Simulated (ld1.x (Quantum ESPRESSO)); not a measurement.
# Before and after: RRKJ potential for Zn

- Element: Zn (Z = 30)
- Generator: ld1.x (Quantum ESPRESSO) 7.5
- Type: norm-conserving RRKJ (Kleinman–Bylander form)
- Functional: BLYP
- Relativity: scalar-relativistic
- Frozen core: [Ar]
- Valence charge: 12
- Reference configuration: 3d9 4s0 4p0 (charge +3)
- Partial waves: 4p (bound, empty): rc 2.25 bohr; 3d (bound): rc 0.70 bohr; 4s (bound, empty): rc 1.70 bohr
- Local potential: the s channel
- Core correction: a·sin(br)/r model core, default radius (core density twice the valence density)

All-electron outer shells of the reference configuration (BLYP, scalar-relativistic, ld1.x):

```csv
shell,level (eV),outermost node (bohr),outermost maximum (bohr)
3p,-124.94,0.25,0.59
3d,-50.71,–,0.56
4s,-35.96,0.83,1.77
4p,-27.12,0.89,2.06
```

Change: wave 3d (bound): rc 0.70 bohr becomes 3d (bound): rc 0.94 bohr.

Cutoffs: the cutoffs (Ry, on a coarse ladder) from which the occupation-weighted sum of valence levels, in a spherical-Bessel basis at the reference potential, stays within 10 and 1 mRy of its value at 400 Ry; they do not see the model core or the augmentation charge, which bear on the density cutoff. Errors are all-electron minus pseudo energies relative to the spin-unpolarised reference configuration.

Question: How do hardness, ghosts and transferability respond?

Answer: The errors of the 7 common tests hardly move; neither file shows a bound ghost.

```csv
quantity,base,changed
"cutoff, loose",over 300 Ry,200 Ry
"cutoff, tight",over 300 Ry,300 Ry
bound ghosts,none,none
"error for 3d10 4s2 4p0, meV [ΔE -69.14 eV]",-343,-335
"error for 3d10 4s1 4p0, meV [ΔE -59.20 eV]",-436,-421
"error for 3d10 4s0 4p0, meV [ΔE -40.55 eV]",-557,-531
"error for 3d10 4s0 4p1, meV [ΔE -52.85 eV]",-432,-413
"error for 3d8 4s0 4p0, meV [ΔE 61.79 eV]",-842,-778
"error for 3d10 4s1 4p1, meV [ΔE -64.03 eV]",-366,-355
"error for 3d9 4s2 4p0, meV [ΔE -51.33 eV]",-32,-28
s: phases at 2.44 bohr within 0.05 rad from the reference energy up to (Ry; the scan ends near 5),0.9,0.9
p: phases at 2.44 bohr within 0.05 rad from the reference energy up to (Ry; the scan ends near 5),to the end of the scan,to the end of the scan
d: phases at 2.44 bohr within 0.05 rad from the reference energy up to (Ry; the scan ends near 5),-1.8,-1.8
```
